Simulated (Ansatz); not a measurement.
```yaml
crystal:
  periodic: [false, false, false]
  atoms:
    - {symbol: C, position_ang: [-1.857462, -0.421509, 0.215392]}
    - {symbol: N, position_ang: [-0.535993, -0.996913, -0.044725]}
    - {symbol: C, position_ang: [0.061023, -0.549224, -1.319171]}
    - {symbol: C, position_ang: [0.395472, 0.931394, -1.396257]}
    - {symbol: O, position_ang: [1.519442, 1.311819, -0.660439]}
    - {symbol: Si, position_ang: [1.501770, 1.373276, 1.019221]}
    - {symbol: Ga, position_ang: [0.764772, -0.824202, 1.671133]}
    - {symbol: H, position_ang: [-2.305184, -0.933302, 1.065900]}
    - {symbol: H, position_ang: [-1.759122, 0.631574, 0.478086]}
    - {symbol: H, position_ang: [-2.514737, -0.510003, -0.656700]}
    - {symbol: H, position_ang: [-0.639131, -2.004534, -0.107153]}
    - {symbol: H, position_ang: [0.979147, -1.121867, -1.469839]}
    - {symbol: H, position_ang: [-0.630154, -0.783157, -2.140309]}
    - {symbol: H, position_ang: [-0.483086, 1.535800, -1.124895]}
    - {symbol: H, position_ang: [0.602409, 1.147637, -2.449711]}
    - {symbol: H, position_ang: [0.587289, 2.501302, 1.405223]}
    - {symbol: H, position_ang: [2.877566, 1.808062, 1.383382]}
    - {symbol: H, position_ang: [1.737879, -2.025129, 1.318261]}
    - {symbol: D, position_ang: [-0.301901, -1.071014, 2.812592]}
basis:
  gaussian: {orbitals: cc-pVTZ}
hamiltonian: {xc: {name: B97}}
output: {forces: true}
```

```sh
$ ansatz run in.yaml --threads 2 --pin off --events-out ev --progress --plain --max-ram 32768MiB --backend cpu
```

It prints (some lines left out):

```
Error: YAML parse error: error: line 22 column 16: `D` is not an element symbol (H … Og, case-exact)
20 |     - {symbol: H, position_ang: [2.877566, 1.808062, 1.383382]}
21 |     - {symbol: H, position_ang: [1.737879, -2.025129, 1.318261]}
22 |     - {symbol: D, position_ang: [-0.301901, -1.071014, 2.812592]}
23 | basis:
24 |   gaussian: {orbitals: cc-pVTZ}
```

Task: Something in this input is off. What?

Result: An element symbol is wrong. The input was rejected before any iteration.
